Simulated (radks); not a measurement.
The numbers below are computed, except where a source is named.
Numerical settings for neutral neon, [Ne]. Level of theory: non-relativistic Kohn-Sham, PBE, spin-polarised, spherical densities, point nucleus (a radial shooting solver on a logarithmic mesh with Libxc functionals). The defaults (mesh step 0.008 in ln r, mesh end at 40 bohr or more with all orbitals vanishing there, Anderson mixing 0.5 over 9 steps, residual threshold near 1e-9 with the energy settled to 1e-9 hartree or 1e-11 of itself, here a cap of 67 iterations) give E = -128.8664 hartree and 2p at -13.347 eV in 14 iterations. Run on one thread of a shared host, so times are rough (Arm Neoverse V1): 0.08 s of CPU time, 0.08 s wall, 14 iterations on 2496 mesh points. Changes against that run (0 stands for a change within the tolerance of the run):

setting                     iterations         converged  E (mhartree)  e(2p) (meV)  CPU (s)
mesh step in ln r 0.12               4                no      diverged            -     0.01
mesh step in ln r 0.2               67                no     -7.74e+05            -     0.08
mesh step in ln r 0.08              14               yes       +0.0092     +0.00394     0.02
mesh end (bohr) 8                   14               yes      +0.00475       +0.682     0.07
mesh end (bohr) 2                   13  level above zero     +1.37e+03    +1.91e+04     0.05
residual threshold 0.01             10               yes             0       +0.378     0.06
residual threshold 0.001            10               yes             0       +0.378     0.06
mixing 1                            12               yes             0            0     0.07
linear mixing, mixing 0.05          67                no       +0.0735         -458     0.31
linear mixing, mixing 0.2           67                no             0            0     0.27
mixing history 20                   19               yes             0            0      0.1
iteration cap 8                      8                no             0       +0.755     0.04

Settled on a wrong energy, with an occupied level pushed above zero by the early mesh end: mesh end (bohr) 2 (+1.37 hartree). Apart from these: no run marked as converged misses the energy by more than 1 mhartree. A mesh that ends early acts as a hard wall.
